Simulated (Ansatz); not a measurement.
`C=CC1=C[SiH2]1` + CH₃NH₂ → `C=CNC` + `C1=C[SiH2]1` at 700 K and 1 bar (substitution at a C–C bond).

Isolated molecules relaxed with PBE0-D4/def2-TZVP in Ansatz; ΔE leaves out vibrations. CBS: MP2 limit from def2 TZ/QZ plus the TZ coupled-cluster correction, frozen cores. One conformer a species, not always the lowest.

```csv
species,CCSD(T)/CBS energy (Eh),H − E (kJ/mol),S (J/(mol·K))
`C=CC1=C[SiH2]1`,-444.80566,285.4,432.6
CH₃NH₂,-95.75281,207.6,296.6
`C=CNC`,-173.03872,319.8,392.4
`C1=C[SiH2]1`,-367.50726,170.7,330.3
```

H − E and S are ideal-gas, rigid-rotor, harmonic terms from PBE0-D4/def2-TZVP, for one conformer and one mirror image of each species. 1 Eh = 2625.50 kJ/mol, R = 8.31446 J/(mol·K).

Task: By hand: ΔE, ΔH, ΔS and ΔG.

Result: ΔE = (-173.03872) + (-367.50726) − (-444.80566) − (-95.75281) = 0.01249 Eh = 32.8 kJ/mol. Δ(H − E) = 319.8 + 170.7 − 285.4 − 207.6 = -2.5, so ΔH = 30.3 kJ/mol. ΔS = 392.4 + 330.3 − 432.6 − 296.6 = -6.5 J/(mol·K). ΔG = 30.3 − 700 × (-6.5)/1000 = 34.9 kJ/mol.

Task: By hand: the equilibrium constant, and the temperature at which ΔG would vanish if ΔH and ΔS stayed fixed.

Result: log₁₀ K = −ΔG/(RT ln 10) = -2.6. ΔH and −TΔS have one sign here, so there is no such temperature.

The number of gas molecules stays the same, so ΔS is small and ΔH decides. A doubt of 5 kJ/mol in ΔE shifts log₁₀ K by 0.4 here. Other conformers and mirror images would add mixing entropy, several J/(mol·K) or more a flexible species. These are equilibria of isolated gas molecules and say nothing of rates. Largest T1 diagnostic: 0.013 (customary marks: 0.02 for closed shells, 0.045 for open ones).

ΔS is within the doubt of such terms, so its sign, and with it that verdict, could turn.
